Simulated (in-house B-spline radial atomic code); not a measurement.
Values are calculated unless marked as measured or tabulated.
Correlation energy from the adiabatic connection: −V exp(−r²/w²), V = 4.7, w = 9.33

Two electrons in a singlet, external potential −V exp(−r²/w²), V = 4.7, w = 9.33 (atomic units). Full CI in B-splines (partial waves to l = 8, correlation up to 0.6 % small) with the density held fixed gives W(λ) = <V_ee>_λ − U, and E_c is the integral of W(λ) − W(0) from 0 to 1.

```tsv
λ	W(λ) − W(0) (hartree)
0	0.00000
0.02	-0.00200
0.05	-0.00491
0.12	-0.01132
0.25	-0.02192
0.4	-0.03239
0.6	-0.04399
0.8	-0.05352
1	-0.06144
```

(1) Integrate the table by the trapezoid rule.

(2) Now use only three numbers: W(0) = -0.39891, the initial slope W'(0) = -0.1011 (extrapolated from the first points) and the strong-coupling limit of the point-charge-plus-continuum model, W∞ = -0.54421. What do second-order theory and the interpolation W(λ) = W∞ + (W(0) − W∞)/√(1 + 2χλ) of Seidl, Perdew and Levy give?

Answers

(1) The strips give -0.00002, -0.00010, -0.00057, -0.00216, -0.00407, -0.00764, -0.00975, -0.01150, which sum to -0.03581 hartree. The direct value, W(1) − W(0) + T_c with T_c = 0.02550, is -0.03595; the curve is convex, so chords lie above it and the trapezoids fall short in size by 0.38 %.

(2) Second order keeps the slope alone: E_c = W'(0)/2 = -0.05055, +41 % in size against -0.03595. Matching the slope fixes χ = W'(0)/(W∞ − W(0)) = -0.1011/(-0.14530) = 0.69580. Integrating, with s = √(1 + 2χ) = 1.546481, E_c = −(W(0) − W∞)(s − 1)/(s + 1) = −0.14530 × 0.546481/2.546481 = -0.03118 hartree, -13.3 % in size against the full result. At λ = 1 the formula gives W − W(0) = -0.05134 against -0.06144. Part of the miss can come from the model's W∞.
